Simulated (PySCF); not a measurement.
BHClBr, SMILES ClBBr. Geometry: PBE-D3(BJ)/def2-TZVP.

TDDFT-CAM-B3LYP/def2-SVPD (PySCF 2.14.0) puts the lowest singlet excitations at 5.25, 5.65, 6.32, 7.74, 7.90, 8.15 eV.

Question: What are the lowest excitation roots from ADC(2)/aug-cc-pVDZ (PySCF 2.14.0)? (An estimate is asked for; the answer gives what the named calculation found.)

Answer: 5.43, 5.87, 6.22, 7.83, 7.95, 8.31 eV. S1 differs by 0.18 eV (second minus first; roots are paired by order, and the bases may differ).
